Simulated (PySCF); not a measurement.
Isomers of C5H11FO, one GFN2-xTB conformer each. Single-point energies are computed at PBE0/pcSseg-1 (PySCF, gas phase, no added dispersion term), electronic only.

Question: Rank them by PBE0/pcSseg-1 energy, lowest first (kJ/mol).
A. `[CH3:1][CH2:2][C@H:3]([F:4])[CH2:5][O:6][CH3:7]` with C1–C2–C3–F4 -61°, C2–C3–C5–O6 -155°, C3–C5–O6–C7 -73°
B. `[CH3:1][CH2:2][O:3][CH2:4][CH2:5][CH2:6][F:7]` with C1–C2–O3–C4 -179°, C2–O3–C4–C5 178°, O3–C4–C5–C6 -68°, C4–C5–C6–F7 -69°
C. `[CH3:1][O:2][C:3]([CH3:4])([CH3:5])[CH2:6][F:7]` with C1–O2–C3–C4 -56°, O2–C3–C6–F7 -81°
D. `[CH3:1][O:2][C@H:3]([CH3:4])[CH2:5][CH2:6][F:7]` with C1–O2–C3–C4 -79°, O2–C3–C5–C6 -66°, C3–C5–C6–F7 -69°

Answer: B (0.0), D (3.7), C (6.1), A (7.2).

Neighbours under 10 kJ/mol apart (CCOCCCF and CO[C@H](C)CCF; CO[C@H](C)CCF and COC(C)(C)CF; COC(C)(C)CF and CC[C@H](F)COC) can change places with a better method, another conformer or zero-point energy. GFN2-xTB itself gives, in the same order: 6.9, 2.2, 0.0, 5.7. GFN2-xTB puts COC(C)(C)CF lowest instead; measured from each level's own lowest isomer, the values differ by up to 6.9 kJ/mol (CCOCCCF: 6.9 against 0.0).

Which frontier levels, dipoles and rotational constants go with these structures?

| SMILES | HOMO (eV, PBE0/pcSseg-1) | LUMO (eV) | dipole (D) | A, B, C (MHz) |
| --- | --- | --- | --- | --- |
| CCOCCCF | -7.43 | 1.53 | 1.56 | 5537, 1101, 1042 |
| CO[C@H](C)CCF | -7.41 | 1.54 | 1.34 | 3651, 1617, 1321 |
| COC(C)(C)CF | -7.29 | 1.41 | 0.84 | 2739, 2505, 1867 |
| CC[C@H](F)COC | -7.32 | 1.59 | 0.93 | 5974, 1344, 1191 |
